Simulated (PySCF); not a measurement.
## Simulated absorption spectrum

Species: Zr(NH2)2Cl2 (singlet state).
Cartesian coordinates in Å at the PBE0-D3(BJ)/def2-SVP level; atoms count from 1:
```
atom  x, y, z in Å
Zr1   -0.5671   -0.0313   -0.3393
N2    -0.3597    0.1753    1.6475
H3     0.3642    0.7151    2.1181
H4    -1.0013   -0.1907    2.3495
N5     1.2979   -0.1184   -1.0765
H6     2.0870   -0.6025   -0.6523
H7     1.5884    0.2474   -1.9822
Cl8   -1.6095    1.8226   -1.3717
Cl9   -1.7998   -2.0175   -0.6931
```

Method: TDDFT wB97X-D/def2-SVPD, vertical, gas phase, core orbitals frozen in the response, def2 core potentials past Kr in PySCF. Spin–orbit coupling is left out.

Each state is given a Gaussian of 0.3 eV full width at half maximum, with ε(max) = 2.175×10⁸ f / Δν̃ (Δν̃ the width in cm⁻¹). The width is an assumption, not a result. The curve ends short of the highest state used, and states not computed would add to its high-energy end.

E (eV), ε (L mol⁻¹ cm⁻¹) and a bar:
```
     4.25          0 
     4.30          0 
     4.35          2 
     4.40          4 
     4.45         10 
     4.50         20 
     4.55         35 
     4.60         52 
     4.65         66 #
     4.70         74 #
     4.75         75 #
     4.80         76 #
     4.85         91 #
     4.90        132 #
     4.95        207 ##
     5.00        303 ##
     5.05        391 ###
     5.10        436 ###
     5.15        417 ###
     5.20        343 ###
     5.25        243 ##
     5.30        154 #
     5.35        103 #
     5.40        121 #
     5.45        250 ##
     5.50        557 ####
     5.55       1103 #########
     5.60       1884 ###############
     5.65       2764 ######################
     5.70       3480 ############################
     5.74       3755 ##############################
     5.79       3630 #############################
     5.84       3095 #########################
     5.89       2447 ####################
     5.94       1991 ################
     5.99       1872 ###############
```

**Question.** Where are the band maxima, and which computed states make them?

**Answer.** 262 nm (4.73 eV), ε about 75, made up of S1 (93%) (hardly more than a shoulder); 243 nm (5.11 eV), ε about 440, made up of S2 (100%); 216 nm (5.75 eV), ε about 3800, made up of S3 (99%) (ε in L mol⁻¹ cm⁻¹; maxima over ε = 5, shares over 10%). At its high-energy end, 5.99 eV, the curve is still rising (ε about 1900, from S3, S4 and S5). The states used: S1 4.70 eV (f 0.0008); S2 5.11 eV (f 0.0049); S3 5.75 eV (f 0.042); S4 6.06 eV (f 0.0031); S5 6.13 eV (f 0.017); S6 6.17 eV (f 0.0041); S7 6.36 eV (f 0.015); S8 6.44 eV (f 0.013); S9 6.58 eV (f 0.029); S10 6.59 eV (f 0.0080).

**Question.** Coming from long wavelengths, where does ε first pass 100 L mol⁻¹ cm⁻¹?

**Answer.** At about 255 nm (4.87 eV), 0.16 eV above S1.

**Question.** Does any computed singlet lie in the visible range?

**Answer.** No computed singlet lies in the visible range (380 to 750 nm); the lowest, at 264 nm, stands 1.44 eV above its violet end (3.26 eV).

**Question.** What would ε be at 5.75 eV, the highest of these maxima, with half the width (0.15 eV)?

**Answer.** About 7470 L mol⁻¹ cm⁻¹ against 3770, a factor of about 1.98; a lone state at its own centre would give exactly 2.

The vertical ionisation energy (ΔSCF) is 9.94 eV, 3.34 eV above S10.
